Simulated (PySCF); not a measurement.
# Spin-rotation constants: `Cl/C(=C/C#C)[SiH2]SC`, C₅H₇ClSSi

Geometry:
```json
{"atom": "C1", "x (Å)": "2.102", "y (Å)": "-1.898", "z (Å)": "0.123"}
{"atom": "C2", "x (Å)": "1.760", "y (Å)": "-0.814", "z (Å)": "0.514"}
{"atom": "C3", "x (Å)": "1.364", "y (Å)": "0.439", "z (Å)": "1.014"}
{"atom": "C4", "x (Å)": "0.611", "y (Å)": "1.277", "z (Å)": "0.295"}
{"atom": "Cl5", "x (Å)": "0.151", "y (Å)": "2.798", "z (Å)": "0.994"}
{"atom": "Si6", "x (Å)": "-0.023", "y (Å)": "0.963", "z (Å)": "-1.464"}
{"atom": "S7", "x (Å)": "-1.201", "y (Å)": "-0.828", "z (Å)": "-1.495"}
{"atom": "C8", "x (Å)": "-2.130", "y (Å)": "-0.657", "z (Å)": "0.065"}
{"atom": "H9", "x (Å)": "2.396", "y (Å)": "-2.839", "z (Å)": "-0.234"}
{"atom": "H10", "x (Å)": "1.696", "y (Å)": "0.682", "z (Å)": "2.017"}
{"atom": "H11", "x (Å)": "1.068", "y (Å)": "0.695", "z (Å)": "-2.384"}
{"atom": "H12", "x (Å)": "-0.863", "y (Å)": "2.103", "z (Å)": "-1.820"}
{"atom": "H13", "x (Å)": "-2.807", "y (Å)": "-1.502", "z (Å)": "0.119"}
{"atom": "H14", "x (Å)": "-1.436", "y (Å)": "-0.681", "z (Å)": "0.900"}
{"atom": "H15", "x (Å)": "-2.692", "y (Å)": "0.271", "z (Å)": "0.060"}
```

The calculation used PySCF, GIAO wB97X-D/pcSseg-1 magnetisability, rotational g tensor and spin-rotation constants, non-relativistic, gas phase. Geometry: GFN2-xTB.

Task: Give the nuclear spin-rotation constants along the inertial axes (H = +C I·J) beside the isotropic shieldings.

Result: Rotational constants 1.3535, 0.9446, 0.6983 GHz. A star marks the isotopologue with that one atom substituted, in its own axes.
| atom | isotope | Caa (kHz) | Cbb (kHz) | Ccc (kHz) | mean (kHz) | σ (ppm) |
| --- | --- | --- | --- | --- | --- | --- |
| Cl5 | 35Cl | 0.238 | 0.336 | 0.224 | 0.266 | 667.8 |
| H9 | 1H | -0.003 | -0.069 | -0.079 | -0.050 | 28.4 |
| H10 | 1H | -0.003 | -0.058 | -0.037 | -0.033 | 25.1 |
| H11 | 1H | -0.110 | -0.059 | 0.008 | -0.053 | 26.7 |
| H12 | 1H | -0.107 | 0.029 | -0.059 | -0.046 | 26.9 |
| H13 | 1H | -0.030 | -0.100 | -0.045 | -0.059 | 29.8 |
| H14 | 1H | -0.099 | -0.026 | -0.064 | -0.063 | 29.8 |
| H15 | 1H | -0.087 | -0.019 | -0.077 | -0.061 | 30.0 |
| C1 | 13C* | 0.266 | 0.264 | 0.232 | 0.254 | 84.2 |
| C2 | 13C* | 0.119 | 0.254 | 0.246 | 0.206 | 106.7 |
| C3 | 13C* | 0.613 | 0.262 | 0.156 | 0.344 | 52.3 |
| C4 | 13C* | 0.662 | 0.309 | 0.169 | 0.380 | 30.1 |
| Si6 | 29Si* | -0.806 | -0.554 | -0.442 | -0.601 | 373.0 |
| S7 | 33S* | 0.254 | 0.183 | 0.060 | 0.166 | 717.1 |
| C8 | 13C* | 0.183 | 0.128 | 0.090 | 0.133 | 174.0 |

For the geometry as given, no vibrational averaging.

Task: How do the rotational constants and the g tensor change when H9, H10, H11, H12, H13, H14, H15 are replaced by deuterium?

Result: Constants 1.2041, 0.8875, 0.6609 GHz; g -0.0114, -0.0120, -0.0073, against -0.0128, -0.0128, -0.0077 before.
